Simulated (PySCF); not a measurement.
Two-component Hartree-Fock for Cu⁺ (copper, charge +1)

Start: [Ar] 3d9 4p1; 3d3/2 filled at m_j = -3/2, -1/2, +1/2, +3/2; 3d5/2 filled at m_j = -3/2, -1/2, +1/2, +3/2, +5/2; 4p3/2 filled at m_j = +3/2. Calculated with PySCF 2.14 in x2c-TZVPall-2c: generalised Hartree-Fock with the X2C-1e Hamiltonian and a Gaussian nucleus; one run each with spin-orbit coupling (SO) switched off, then screened by Boettger's factors. This is a chosen level, not necessarily the ground level.

| spinor shell | electrons | ε, spin-free (eV) | ε, screened SO (eV) | weight of nominal j (screened SO) | rms radius, screened SO (bohr) |
| --- | --- | --- | --- | --- | --- |
| 1s1/2 | 2 | -9064.5 | -9064.4 | 1.000 | 0.0601 |
| 2s1/2 | 2 | -1151.1 | -1151.1 | 1.000 | 0.254 |
| 2p1/2 | 2 | -991.61 | -1006.0 | 0.999 | 0.226 |
| 2p3/2 | 4 | -991.61 | -984.62 | 1.000 | 0.229 |
| 3s1/2 | 2 | -157.49 | -157.49 | 1.000 | 0.763 |
| 3p1/2 | 2 | -108.46 | -111.47 | 0.949 | 0.803 |
| 3p3/2 | 4 | -108.46 | -107.00 | 0.975 | 0.814 |
| 3d3/2 | 4 | -30.456 | -31.105 | 0.817 | 1.03 |
| 3d5/2 | 5 | -30.456 | -29.979 | 0.854 | 1.05 |
| 4p3/2 | 1 | -11.137 | -11.105 | 1.000 | 3.32 |

| quantity | spin-free | screened SO |
| --- | --- | --- |
| E (hartree) | -1652.64020 | -1652.68388 |
| M_J | 4 | 4 |
| ⟨J²⟩ | 20.008 | 20.008 |
| ⟨L²⟩ | 12.006 | 12.008 |
| ⟨S²⟩ | 2.001 | 2.003 |

Each row is a mean over spinors that exchange with the open shell spreads, by up to 7.596 eV (3p3/2).

Rows whose weight is well below 1 are mixtures of j = l ± 1/2: exchange outweighs spin-orbit coupling there, and the label is only the starting occupation.

Without spin-orbit coupling the j labels of p, d and f shells carry no meaning; the spin-free column gives the mean over the occupied spinors of each nl shell.
